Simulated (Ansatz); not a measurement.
Start from `C[Si](N)(S)Cl` and change one atom or group to get `N[Si](S)(Cl)C=O`.

Ansatz, PBE0-D4/def2-TZVP geometries, multiplicity 1. Each molecule was computed in one conformer, which needn't be the lowest.

```tsv
property	`C[Si](N)(S)Cl`
HOMO energy (ωB97M-V/def2-TZVPP) / eV	-9.74
HOMO energy (PBE0/def2-TZVPP) / eV	-7.52
size of the dipole moment (PBE/def2-TZVPP) / D	2.83
HOMO energy (B3LYP/def2-TZVPP) / eV	-7.26
HOMO–LUMO gap (ωB97M-V/def2-TZVPP) / eV	11.75
HOMO energy (PBE/def2-TZVPP) / eV	-6.26
```

Question: Give the same properties after the change, and the shifts. (An estimate is asked.)

Answer: Computed: 
| property | `N[Si](S)(Cl)C=O` | shift |
| --- | --- | --- |
| HOMO energy (ωB97M-V/def2-TZVPP) / eV | -9.35 | 0.39 |
| HOMO energy (PBE0/def2-TZVPP) / eV | -7.08 | 0.44 |
| size of the dipole moment (PBE/def2-TZVPP) / D | 1.85 | -0.98 |
| HOMO energy (B3LYP/def2-TZVPP) / eV | -6.87 | 0.39 |
| HOMO–LUMO gap (ωB97M-V/def2-TZVPP) / eV | 9.82 | -1.93 |
| HOMO energy (PBE/def2-TZVPP) / eV | -5.61 | 0.65 |

With PBE0 the HOMO rises by 0.44 eV and the LUMO falls by 2.33 eV, so the gap narrows by about 2.77 eV. PBE moves the HOMO by 0.65 eV and ωB97M-V by 0.39 eV. Dipoles are sizes alone; their direction can turn.

B3LYP here is the variant with VWN-RPA as its local correlation; programs differ in this.
